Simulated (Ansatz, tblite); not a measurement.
Forces on the cluster Cd5⁻ at its PBE/def2-SVPD geometry. The state is a doublet with charge -1.

In the def2 sets Cd takes a core potential; there is no spin–orbit coupling. The xTB rows come from tblite. At PBE/def2-TZVPD the highest occupied level of the charge -1 doublet lies above zero (up to 0.65 eV). The electron is either unbound and held by the finite basis, or the level is raised by self-interaction error. The structure comes from a short search, and lower isomers may exist.

GFN1-xTB (tblite), largest force 0.62 eV/Å:

```xyz
5
positions Å, forces eV/Å
Cd   -0.643   -1.409    2.830    0.285   -0.067   -0.022
Cd    1.815   -1.220    0.838    0.081   -0.131    0.325
Cd    1.339    0.768   -1.766   -0.017    0.290   -0.214
Cd   -1.488    2.203   -1.822    0.266    0.008   -0.125
Cd   -1.023   -0.343   -0.080   -0.615   -0.100    0.035
```

GFN2-xTB (tblite), largest force 0.93 eV/Å:

```
Cd 0.200 -0.046 0.307
Cd 0.303 -0.143 0.263
Cd 0.205 0.263 -0.267
Cd 0.119 0.314 -0.157
Cd -0.827 -0.388 -0.147
```

PBE/def2-TZVPD (Ansatz), largest force 0.01 eV/Å:

```
Cd 0.003 0.002 -0.006
Cd -0.009 0.004 -0.003
Cd -0.007 -0.002 0.007
Cd 0.005 -0.005 0.002
Cd 0.007 0.000 0.001
```
